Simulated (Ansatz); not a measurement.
Pulling on the Si3–H4 bond in H4SiSn (SMILES [SiH3][SnH]) (multiplicity 1 held, fragments rigid). Energies count from the point at 1.489 Å.
Geometry at that point (charge 0, multiplicity 1):
```xyz
6

Sn     0.0224     0.5398     0.4343
H     -0.4134     1.5187    -0.9877
Si    -0.0383    -1.6023    -1.1589
H      0.9401    -1.4462    -2.2703
H     -1.3883    -1.7535    -1.7684
H      0.2796    -2.8778    -0.4649
```

Signs of static correlation in def2-TZVPP, with CASSCF(2,2), from Ansatz (a program for electronic structure) runs.

```tsv
R (Å)	T1 of restricted CCSD	⟨S²⟩ of UHF	largest double amplitude of restricted CCSD	weight of the CASSCF reference in MRCISD	CASSCF natural occupations
1.191	0.015	0.269	0.067	0.886	1.99 0.01
1.340	0.015	0.260	0.067	0.885	1.99 0.01
1.489	0.015	0.250	0.067	0.885	1.98 0.02
1.638	0.015	0.240	0.066	0.884	1.97 0.03
1.787	0.016	0.232	0.066	0.884	1.96 0.04
2.010	0.017	0.240	0.066	0.884	1.93 0.07
2.233	0.021	0.567	0.067	0.883	1.89 0.11
2.606	0.031	1.015	___	0.882	1.78 0.22
2.978	0.049	1.181	0.208	0.882	1.62 0.38
3.424	0.073	1.251	___	0.881	1.41 0.59
4.020	0.099	1.277	0.694	0.880	1.20 0.80
4.764	0.112	1.283	0.881	0.880	1.08 0.92
```

Task: Complete the blanks.

Result: 
- 2.606, largest double amplitude of restricted CCSD: 0.097
- 3.424, largest double amplitude of restricted CCSD: 0.426

Doubts at one or more of the structures used: a restricted determinant that unrestricted orbitals would lower (R-CCSD(T)/def2-TZVPP); T1 above 0.05 (R-CCSD(T)/def2-TZVPP, U-CCSD(T)/def2-TZVPP); other coupled-cluster roots lie near (R-CCSD(T)/def2-TZVPP); a spin-contaminated determinant (U-CCSD(T)/def2-TZVPP); the program's own flag: large difference (U-CCSD(T)/def2-TZVPP).
